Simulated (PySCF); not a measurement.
C2H5ClFNSi, SMILES N[Si@H](Cl)/C=C/F.

Geometry optimised at PBE-D3(BJ)/def2-SVP. The structure was generated by enumeration; whether it is a known compound was not checked. The values are those of a single conformer.

Method: PBE-D3(BJ)/def2-SVP run with PySCF.

Frequencies are harmonic and unscaled.

Computed vibrational spectrum:
| mode | ν (cm⁻¹) | IR (km/mol) | moving atoms (share of kinetic energy) |
|---|---|---|---|
| 1 | 80 | 1.2 | C 35 %, H 30 %, N 22 %, F 9 % |
| 2 | 117 | 1.5 | Cl 44 %, F 29 %, C 13 % |
| 3 | 164 | 0.7 | H 37 %, C 25 %, F 20 %, N 11 % |
| 4 | 212 | 9.5 | N 31 %, H 21 %, Cl 21 %, C 12 %, Si 10 % |
| 5 | 255 | 8.9 | H 54 %, C 29 % |
| 6 | 315 | 5.6 | C 43 %, H 16 %, Cl 16 %, Si 15 %, F 8 % |
| 7 | 346 | 14.9 | H 47 %, C 19 %, N 17 %, Si 9 % |
| 8 | 428 | 45.1 | Si 37 %, F 35 %, C 13 %, H 12 % |
| 9 | 448 | 99.9 | H 59 %, N 26 %, Cl 9 % |
| 10 | 501 | 143.0 | Si 44 %, Cl 31 %, H 14 % |
| 11 | 697 | 29.0 | H 90 % |
| 12 | 751 | 1.3 | H 65 %, C 26 % |
| 13 | 811 | 21.9 | H 54 %, C 41 % |
| 14 | 831 | 158.0 | H 58 %, Si 20 %, C 18 % |
| 15 | 860 | 61.7 | N 41 %, H 28 %, Si 28 % |
| 16 | 894 | 194.3 | H 70 %, Si 16 %, N 13 % |
| 17 | 944 | 27.4 | H 86 %, C 14 % |
| 18 | 1119 | 27.3 | C 41 %, H 36 %, F 20 % |
| 19 | 1161 | 111.6 | C 47 %, H 33 %, F 19 % |
| 20 | 1296 | 11.7 | H 86 %, C 13 % |
| 21 | 1491 | 44.3 | H 89 %, N 10 % |
| 22 | 1656 | 219.2 | C 92 % |
| 23 | 2197 | 110.1 | H 97 % |
| 24 | 3099 | 0.6 | H 92 %, C 8 % |
| 25 | 3110 | 3.0 | H 91 %, C 9 % |
| 26 | 3482 | 27.5 | H 96 % |
| 27 | 3580 | 27.7 | H 91 %, N 9 % |
